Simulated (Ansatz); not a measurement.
```yaml
crystal:
  periodic: [true, true, true]
  atoms:
    - {symbol: B, position_ang: [-1.079748, -0.012066, -0.204024]}
    - {symbol: N, position_ang: [-0.204143, -0.223640, 1.116275]}
    - {symbol: B, position_ang: [1.092532, 0.004008, 0.209937]}
    - {symbol: N, position_ang: [0.217041, 0.212946, -1.110856]}
    - {symbol: H, position_ang: [-1.675861, -1.013891, -0.513147]}
    - {symbol: H, position_ang: [-1.758933, 0.982328, -0.137535]}
    - {symbol: H, position_ang: [-0.277174, -1.139836, 1.535075]}
    - {symbol: H, position_ang: [-0.346987, 0.467236, 1.839049]}
    - {symbol: H, position_ang: [1.685392, 1.007818, 0.518830]}
    - {symbol: H, position_ang: [1.774798, -0.988356, 0.144435]}
    - {symbol: H, position_ang: [0.290503, 1.128053, -1.531926]}
    - {symbol: H, position_ang: [0.359579, -0.479803, -1.831913]}
basis:
  gaussian: {orbitals: def2-TZVPD}
hamiltonian: {xc: {name: HSE06}}
output: {forces: true}
```

```sh
$ ansatz run in.yaml --threads 4 --pin off --events-out ev --progress --plain --max-ram 10444MiB
```

Problem. How does Ansatz answer? (Best estimate.)

Solution. Computed: The input was rejected before any iteration.
```
Error: YAML parse error: error: line 2 column 3: crystal: missing field `lattice` (a structure is typed as `lattice` and `atoms`, a molecule's as `atoms` in Å alone, or read from a run's directory, `checkpoint`)
 --> <input>:2:3
1 | crystal:
2 |   periodic: [true, true, true]
3 |   atoms:
4 |     - {symbol: B, position_ang: [-1.079748, -0.012066, -0.204024]}
```

HSE06 is defined as in plane-wave codes.
